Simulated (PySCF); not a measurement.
CH3Cl3Si, SMILES Cl[Si](Cl)(C)Cl (connectivity only; charge and spin as stated), charge +1, multiplicity 2.

Coordinates come from a B3LYP-D3(BJ)/def2-SVP optimisation. The multiplicity is an assumed one; no other spin state was optimised. The isomer is the one that the SMILES or the coordinates give; other isomers of the formula were not compared.

Method: PBE/def2-TZVP (PySCF).

Isolated molecule, no solvent.

| Quantity | Result |
|---|---|
| total energy | -1709.09874 hartree |
| point group | C3v |
| α spin, highest occupied and lowest empty level | -13.28 and -7.11 eV |
| β spin, highest occupied and lowest empty level | -13.23 and -12.29 eV |
| dipole moment about the centre of nuclear charge | 3.04 D |
| mean static polarisability | 80.9 bohr³ (11.99 Å³) |
| polarisability, principal values | 74.4, 84.2, 84.2 bohr³ |
| ⟨S²⟩ | 0.753 (pure state 0.75) |
